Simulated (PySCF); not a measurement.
Spinor energies of Te³²⁺ (tellurium, charge +32)

Start: [Ar] 3d2; 3d3/2 filled at m_j = +1/2, +3/2. Calculated with PySCF 2.14 in an uncontracted even-tempered set (16 s from 5.5 bohr⁻², ratio 2.8; 12 p from 7.2 bohr⁻², ratio 2.8; 8 d from 7.2 bohr⁻², ratio 2.8; 3 f from 23 bohr⁻², ratio 3): generalised Hartree-Fock with the X2C-1e Hamiltonian and a Gaussian nucleus; one run each with spin-orbit coupling (SO) switched off, then screened by Boettger's factors.

| spinor shell | electrons | ε, spin-free (eV) | ε, screened SO (eV) | weight of nominal j (screened SO) | rms radius, screened SO (bohr) |
| --- | --- | --- | --- | --- | --- |
| 1s1/2 | 2 | -33554.0 | -33550.1 | 1.000 | 0.0318 |
| 2s1/2 | 2 | -6539.4 | -6537.7 | 1.000 | 0.129 |
| 2p1/2 | 2 | -6029.1 | -6226.4 | 1.000 | 0.111 |
| 2p3/2 | 4 | -6029.1 | -5938.3 | 1.000 | 0.116 |
| 3s1/2 | 2 | -2340.3 | -2339.8 | 1.000 | 0.320 |
| 3p1/2 | 2 | -2167.1 | -2218.0 | 0.995 | 0.309 |
| 3p3/2 | 4 | -2167.1 | -2143.4 | 0.998 | 0.319 |
| 3d3/2 | 2 | -1976.3 | -1982.2 | 0.984 | 0.279 |

```
   quantity    spin-free  screened SO
E (hartree)  -6054.84056  -6057.24422
        M_J            2            2
       ⟨J²⟩        8.001        6.099
       ⟨L²⟩       12.001       10.617
       ⟨S²⟩        2.000        1.604
```

Each row is a mean over spinors that exchange with the open shell spreads, by up to 20.995 eV (3p1/2).

⟨J²⟩ departs a little from M_J(M_J + 1) because the unrestricted spinors polarise the closed shells.

Breit and QED terms are absent; they matter most for the inner s and p1/2 levels.

Densities and radii are taken from the X2C orbitals without a picture-change correction, which distorts them close to the nucleus.

Without spin-orbit coupling the j labels of p, d and f shells carry no meaning; the spin-free column gives the mean over the occupied spinors of each nl shell, and its ⟨J²⟩ belongs to a mixture of degenerate components.
